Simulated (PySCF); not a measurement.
C2H5FN2Si, SMILES [Si@@H]1([C@@H](F)N=C1)N. Geometry optimised at PBE-D3(BJ)/def2-SVP. The structure was generated by enumeration; whether it is a known compound was not checked. The values are those of a single conformer.

Computed equilibrium geometry at PBE-D3(BJ)/def2-SVP (PySCF confirms it by a frequency run) as a Z-matrix (one conformer of several):
```
Si
N 1 1.7267
H 2 1.0205 1 121.31
H 2 1.0218 3 112.08 1 154.80
H 1 1.5089 2 105.48 3 -18.50
C 1 1.9082 5 119.99 2 136.71
N 6 1.3015 1 97.34 5 117.00
H 6 1.1095 7 120.23 1 179.70
C 7 1.4847 6 103.76 8 177.26
F 9 1.3857 7 110.76 6 119.72
H 9 1.1147 10 107.94 7 -120.10
```
